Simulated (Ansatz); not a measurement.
Geometry optimisation, RKS PBE/STO-3G (Ansatz 0.2.0).

Input:

```yaml
crystal:
  periodic: [false, false, false]
  atoms:
    - { symbol: B, position_ang: [-0.6693, 1.2506, -0.6574] }
    - { symbol: Si, position_ang: [0.3667, -0.2846, -0.3681] }
    - { symbol: "N", position_ang: [-0.37351, -1.64933, -1.22719] }
    - { symbol: F, position_ang: [1.91742, -0.07678, -0.88209] }
    - { symbol: H, position_ang: [-0.8938, 1.6804, -1.7865] }
    - { symbol: H, position_ang: [-1.2033, 1.8777, 0.2452] }
    - { symbol: H, position_ang: [0.41157, -0.57449, 1.10049] }
    - { symbol: H, position_ang: [0.22366, -2.50904, -0.98999] }
    - { symbol: H, position_ang: [-0.36748, -1.49694, -2.24134] }
basis:
  gaussian: { orbitals: STO-3G }
hamiltonian:
  xc: pbe
relax:
  f_tol: 0.015
  max_steps: 40
output:
  orbitals: {}
```

Launched with:

```bash
$ ansatz run input.yaml --threads 1 --pin off --max-ram 2048MiB --backend cpu --events-out ev --progress --plain --runs-dir out
```

Problem. Where does it end, and by what steps?

Solution. The forces met the threshold. Limits of this set-up: minimal basis. After 19 steps the energy has fallen by 0.315 eV; H6 moved furthest, 0.58 Å.

```tsv
step	energy less start (eV)	largest force component (eV/Å)	accepted
0	0.0000	2.686	yes
1	-0.2668	0.917	yes
2	-0.2938	0.222	yes
3	-0.2994	0.089	yes
4	-0.3006	0.186	yes
5	-0.3072	0.111	yes
6	-0.2948	0.567	no
7	-0.3054	0.138	no
8	-0.3093	0.032	yes
9	-0.3107	0.141	yes
10	-0.3074	0.327	no
11	-0.3127	0.067	yes
12	-0.3130	0.067	yes
13	-0.3142	0.047	yes
14	-0.3145	0.036	yes
15	-0.3147	0.025	yes
16	-0.3147	0.042	yes
17	-0.3147	0.034	yes
18	-0.3149	0.018	yes
19	-0.3149	0.012	yes
```

```xyz
9
Properties=species:S:1:pos:R:3
B -0.731 1.303 -0.670
Si 0.331 -0.310 -0.299
N -0.315 -1.668 -1.242
F 1.917 0.057 -0.687
H -1.306 1.441 -1.693
H -0.759 2.211 0.084
H 0.318 -0.773 1.092
H 0.238 -2.559 -1.109
H -0.282 -1.486 -2.282
```

The run took 35 s on 1 CPU thread of a shared host.
